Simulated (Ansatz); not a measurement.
Isolated molecules relaxed with PBE0-D4/def2-TZVP in Ansatz; ΔE leaves out vibrations. CBS: MP2 limit from def2 TZ/QZ plus the TZ coupled-cluster correction, frozen cores. This one scheme is used for every species. DFT in def2-TZVPP. def2 core potentials past Kr. For Sb outer-core shells are correlated without core-valence functions, which leaves a few kJ/mol of doubt a bond. One conformer a species, not always the lowest.

Reaction (ligand exchange at a P–S bond): `CSP` + `[OH][SbH2]` → `P[O][SbH2]` + CH₃SH

CCSD(T)/CBS gives +4.7 kcal/mol.

Question: Another level gave +4.5 kcal/mol. Which?
A. BHLYP/def2-TZVPP
B. revPBE-D4/def2-TZVPP
C. PBE0-D4/def2-TZVPP
D. BLYP/def2-TZVPP

Answer: D. BLYP 4.5, revPBE-D4 7.6, PBE0-D4 6.6, BHLYP 2.9 kcal/mol.

Largest T1 diagnostic among the species: 0.015.

At CCSD(T), def2-SVP lies −2.3 kcal/mol from the extrapolated value and def2-TZVPP −0.7 kcal/mol. Leaving LDA and LC-ωPBE aside and taking each functional with its dispersion term where it has one, the values, not all of them listed here, spread over 4.9 kcal/mol, from BHLYP-D4 to revPBE-D4.
